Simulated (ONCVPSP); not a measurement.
**What one change does to a pseudopotential (Ni (Z = 28), ONCV)**

ONCVPSP 4.0.1 input, shortened (lines: element, Z, core and valence counts, functional; n l f; lmax; l rc ep ncon nbas qcut; lloc lpopt rc5 dvloc0; l nproj debl; icmod fcfact rcfact), LDA (Perdew-Wang 92), scalar-relativistic:

```
  Ni 28.00    3    3  -001012      upf
    1    0    2.00
    2    0    2.00
    2    1    6.00
    3    0    2.00
    3    1    6.00
    3    2    8.00
    2
    0    1.20    0.00    4    8    8.50
    1    1.00    0.00    3    6   14.70
    2    1.30    0.00    5    9   11.10
    4    5    0.80    0.00
    0    1    1.90
    1    2    1.20
    2    2    0.30
    0    0.00    0.00
```

In the p channel the program set the typed energies aside and used -3.346, 0.250 Ha. In the d channel the program set the typed energies aside and used -1.055, 0.250 Ha.

Change: d: rc 0.88.

Cutoffs: the cutoffs (Ha) at which the residual kinetic energy of the hardest occupied pseudo-wave falls to 1 and 0.1 mHa per electron; they do not see the model core or the augmentation charge, which bear on the density cutoff. Errors are all-electron minus pseudo energies relative to the spin-unpolarised reference configuration.

Problem. How do hardness, ghosts and transferability respond?

Solution. The potential gets harder (57 Ha and 110 Ha → 364 Ha and 404 Ha); of the 4 tests that both files solve, the error grows in 0 and shrinks in 1 by more than 15 % and 0.3 meV (median size 1017.7 → 1019.1 meV); neither file shows a bound ghost. A smaller radius makes the pseudo-wave follow the all-electron one further in, where it bends more sharply, so more plane waves are needed.

| quantity | base | changed |
| --- | --- | --- |
| cutoff, loose | 57 Ha | 364 Ha |
| cutoff, tight | 110 Ha | 404 Ha |
| loose cutoff by channel | s 28 Ha, p 40 Ha, d 57 Ha | s 28 Ha, p 40 Ha, d 364 Ha |
| bound ghosts | none | none |
| GHOST(+) flags under 300 eV | none | none |
| error for 3s2 3p6 3d8 4s2, meV [ΔE -27.25 eV] | +1350 | +1352 |
| error for 3s2 3p6 3d8 4s1, meV [ΔE -17.65 eV] | +879 | +879 |
| error for 3s2 3p6 3d7, meV [ΔE 37.80 eV] | +29 | +6.7 |
| error for 3s2 3p6 3d8 4s1.5, meV [ΔE -23.41 eV] | +1156 | +1159 |
| s: phases at 1.22 bohr within 0.05 rad from the reference energy up to (Ha; the scan ends near 5) | -1.6 | -1.6 |
| p: phases at 1.01 bohr within 0.05 rad from the reference energy up to (Ha; the scan ends near 5) | to the end of the scan | to the end of the scan |
